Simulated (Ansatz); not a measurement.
Basis-set extrapolation for CH7AlO4, SMILES `C[OH+][Al-]([OH])([OH])[OH]` (PBE0-D4/def2-TZVP geometry, frozen core, Ansatz). Multiplicity 1, RHF reference.

```json
{"": "HF", "def2-TZVPP": "-583.683798", "def2-QZVPP": "-583.708671"}
{"": "MP2 correlation", "def2-TZVPP": "-1.234982", "def2-QZVPP": "-1.333545"}
{"": "CCSD(T) correlation", "def2-TZVPP": "-1.302844", "def2-QZVPP": "not run"}
```

Energies in hartree. Use E(X) = E(∞) + A·exp(−7.88·√X) for Hartree–Fock and E(X) = E(∞) + B·X^(−2.97) for correlation, with X = 3 and 4, and add CCSD(T) minus MP2 of the smaller set to the MP2 limit.

Q: What is the CCSD(T) energy at the basis-set limit?

A: HF limit: -583.708671 + (-0.024873) × 0.13774 = -583.71210. MP2 limit: -1.333545 + (-0.098563) × 0.74074 = -1.40655. Higher-order term: -1.302844 − (-1.234982) = -0.06786. Total: -585.18651 hartree, 125.4 kcal/mol below CCSD(T)/def2-TZVPP.
